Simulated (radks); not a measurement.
Excited configurations of Cd XX: one electron is placed in a higher orbital outside [Ar] 3d10. The ground configuration is [Ar] 3d10 4s1. Calculated with a radial shooting solver on a logarithmic mesh with Libxc functionals: scalar-relativistic Kohn-Sham, PBE, spin-polarised, spherical densities, point nucleus; open shells are filled with parallel spins first (spin-orbit coupling, left out, can overturn this in heavy ions). Excitation = E - E(ground); binding = E(ion) - E, where the ion is the core of charge +20; n* = 20/sqrt(2 binding) in atomic units. These energies are relativistic, and a one-electron ion of charge +20 with no core already has n* below n in this formula (scalar-relativistic equation, point nucleus: 4d 3.998, 5s 4.991, 6p 5.994, 6f 5.998, 7s 6.990, 7p 6.994, 7f 6.998). The quantum defect is therefore taken as that value minus n*, so that it holds no relativistic shift of the bare ion.

outer orbital  excitation (eV)  binding (eV)     n*  quantum defect  eigenvalue (eV)  <r> (bohr)
4d                      117.64        432.00  3.549           0.448          -418.96      0.8097
5s                      233.62        316.02  4.150           0.841          -309.17       1.307
6p                      355.54        194.10  5.295           0.699          -190.06       2.073
6f                      389.50        160.15  5.829           0.169          -156.33       2.253
7s                      405.26        144.39  6.139           0.851          -141.42       2.847
7p                      412.05        137.59  6.289           0.705          -134.75       2.940
7f                      432.41        117.24  6.813           0.185          -114.57       3.193

The Delta-SCF ionisation energy is 549.65 eV (NIST Atomic Spectra Database: 546.2 eV, semi-empirical). Self-interaction in the functional shifts the binding energies and quantum defects, so they are the method's values and not measured ones.
